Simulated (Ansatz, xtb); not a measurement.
**Relative energy of two isomers of C2H10BNSi**

Structure a is `BC[Si@@H](C)N`, a singlet and structure b is `B[Si](C)(C)N`, a singlet. Both are isolated molecules in the gas phase, relaxed with B3LYP/def2-SVP; the shapes shown needn't be the lowest conformers.

a (Å):

```xyz
15

C     0.5479   -0.6465   -1.3988
C    -0.4575    2.2470   -0.8136
B     1.1362   -1.8995   -0.7303
N    -0.9407    0.0431    1.0621
Si    0.2402    0.6751   -0.0494
H     0.4133   -2.7468   -0.2535
H     2.3304   -2.0379   -0.5964
H    -0.4455   -0.7952   -1.8541
H     1.2331   -0.1503   -2.1076
H     1.5685    1.0164    0.5597
H    -0.6478    3.0083   -0.0382
H     0.2533    2.6822   -1.5348
H    -1.4068    2.0470   -1.3359
H    -0.8091   -0.8768    1.4736
H    -1.3670    0.6699    1.7393
```

b (Å):

```xyz
15

C     1.4226    0.9646   -0.9746
C    -1.1332    2.5011   -1.6969
B    -1.0763    0.4778    0.8903
N    -1.1313   -0.4083   -2.0163
Si   -0.4834    0.8654   -1.0020
H    -1.2818    1.3493    1.7034
H    -1.1921   -0.6583    1.2908
H     1.8081    1.1519   -1.9922
H     1.7813    1.7832   -0.3272
H     1.8760    0.0258   -0.6156
H    -0.7860    2.6578   -2.7329
H    -0.7782    3.3544   -1.0959
H    -2.2346    2.5227   -1.7057
H    -1.0359   -1.3729   -1.7105
H    -1.0313   -0.3538   -3.0269
```

Quicker runs give these differences E(b) − E(a): GFN2-xTB +0.698 eV; HF/STO-3G +0.321 eV (at GFN2-xTB geometries); r2SCAN-D4/def2-SVP +0.660 eV (at GFN2-xTB geometries).

Task: Estimate E(b) − E(a) at the level CCSD(T)/def2-SVP + ΔMP2/def2-TZVPP.

Result: Calculated at CCSD(T)/def2-SVP + ΔMP2/def2-TZVPP: E(b) − E(a) = +0.575 eV, so structure a lies lower.

How the difference moves with the method:

```tsv
level	geometry	E(b) − E(a) (eV)	departure from the last row (eV)	job, with rough time for the two
GFN2-xTB	GFN2-xTB	+0.698	+0.123	optimisation, 0.24 s
HF/STO-3G	GFN2-xTB	+0.321	−0.254	single point, 0.32 s
r2SCAN-D4/def2-SVP	GFN2-xTB	+0.660	+0.084	single point, 2.3 s
B3LYP/def2-SVP	B3LYP/def2-SVP	+0.590	+0.014	optimisation, 47 s
HF/def2-SVP	B3LYP/def2-SVP	+0.557	−0.018	part of the CCSD(T) run
MP2/def2-SVP	B3LYP/def2-SVP	+0.650	+0.074	part of the CCSD(T) run
CCSD(T)/def2-SVP	B3LYP/def2-SVP	+0.593	+0.017	single point
CCSD(T)/def2-SVP + ΔMP2/def2-TZVPP	B3LYP/def2-SVP	+0.575		single point, 26 s
```

As drawn, b has 1 B–Si, 1 C–H in place of 1 C–B, 1 Si–H.

The levels shown agree on the order. The largest departure from CCSD(T)/def2-SVP + ΔMP2/def2-TZVPP is that of HF/STO-3G, 0.254 eV. The last row adds to CCSD(T) the change of the MP2 difference between the two basis sets, here −0.017 eV.

With thermal terms from frequencies at re-optimised GFN2-xTB minima (ideal gas, soft modes damped towards free rotors, one conformer each, 298.15 K, 1 atm): on the last row, ΔE + ΔZPE = +0.604, ΔH = +0.628, ΔG = +0.575 eV.

The correlated steps freeze 9 core orbitals. Mirror images aren't counted in ΔG. Programs: Ansatz 0.2.0, xtb 6.7.1; the last row on 2 threads of Intel(R) Xeon(R) 6975P-C (Granite Rapids) on a shared host.
